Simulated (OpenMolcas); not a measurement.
Zr²⁺: CASPT2 settings compared

* Program: OpenMolcas 26.06
* Basis: ANO-RCC-VQZP [8s7p5d3f2g1h]
* Scalar Hamiltonian: DKH4, point nucleus
* Active space: 2 electrons in 5 orbitals (4d)
* State averaging: 2S+1 = 3 even, 10 roots; 2S+1 = 1 even, 14 roots
* Spin-orbit coupling: RASSI with atomic mean-field integrals over the reference wave functions, term energies averaged over their components

Methods on the same reference wave functions:
A. CASSCF
B. SS-CASPT2, IPEA 0.1 Eh, real shift 0.3 Eh (closed shells correlated: 3d 4s 4p)
C. XMS-CASPT2, IPEA 0.3 Eh, sigma1 regulariser 0.2 Eh (closed shells correlated: 3d 4s 4p)

Energies in cm-1 above 4d2 3F2, the measured ground level; measured values from Moore, Atomic Energy Levels, vol. II, NSRDS-NBS 35 (1971 reprint of NBS Circular 467, 1952); NIST levels as listed in Rynkun, Gaigalas and Jonsson, Astron. Astrophys. 637, A10 (2020).

```json
{"Level": "4d2 3F2", "A": "0.0", "B": "0.0", "C": "0.0", "Measured": "0.0"}
{"Level": "4d2 3F3", "A": "674", "B": "704", "C": "701", "Measured": "681"}
{"Level": "4d2 3F4", "A": "1500", "B": "1525", "C": "1522", "Measured": "1486"}
{"Level": "4d2 1D2", "A": "9153", "B": "5600", "C": "5840", "Measured": "5742"}
{"Level": "4d2 3P0", "A": "10286", "B": "8280", "C": "8220", "Measured": "8062"}
{"Level": "4d2 3P1", "A": "10496", "B": "8490", "C": "8430", "Measured": "8326"}
{"Level": "4d2 3P2", "A": "11121", "B": "9020", "C": "8970", "Measured": "8838"}
{"Level": "4d2 1G4", "A": "13839", "B": "11100", "C": "11120", "Measured": "11049"}
```

Deviations, from unrounded energies. A percentage is the sum of absolute deviations over the sum of measured energies, with the sign that they share, or ± where signs differ.

```tsv
Against measurement	Levels	A	B	C
mean absolute deviation (cm-1)	7	1800	120	86
fine structure of the ground term (%)	2	±0.9	+2.9	+2.6
other terms of the ground configuration (%)	5	+30.7	±1.8	+1.3
```

C lies closest to measurement on these levels and A furthest from it. The largest miss of C in the table is 4d2 3P0, by +150 cm-1. The ranking rests on the paired levels alone, and a cruder setting can come out closer through cancelling errors.

Between B and C the level of the table that moves most is 4d2 1D2, by 240 cm-1 (lowest in B, highest in C). Moves below CASPT2's spread within the term are not significant.

The mean deviations of B to C differ by less than CASPT2's widest spread within a term (1400 cm-1), so their order carries little weight.

From A to B the spin-free energies of the other terms of 4d2 shown, above 3F, scale by factors of 0.56 to 0.79.

The lowest spin-free term lies below A's lowest term by 0.377 hartree in B, 0.378 hartree in C.

CASPT2 breaks the degeneracy within a term, and the mean is taken; among the terms shown or strongly mixed into the levels shown the widest spread is 1400 cm-1 (4d2 1G, C). Levels of configurations with an s electron are missing; early in the row they begin among the upper levels of the d shell and mix with terms of their name. Without dynamic correlation excited terms often stand tens of per cent too high (terms of higher spin than the ground term too low), and those without a measured partner can miss by more than the paired ones (holds for A). Some levels mix across a computed gap that differs much from the measured one, so their mixing is not that of the real levels (holds for A). Computed and measured levels are paired by configuration, term and J; levels that our copy of the source lacks, or whose pairing is in doubt (as where it misses far off the trend of its configuration), stay unpaired and out of the deviations. Only configurations of the active space appear.
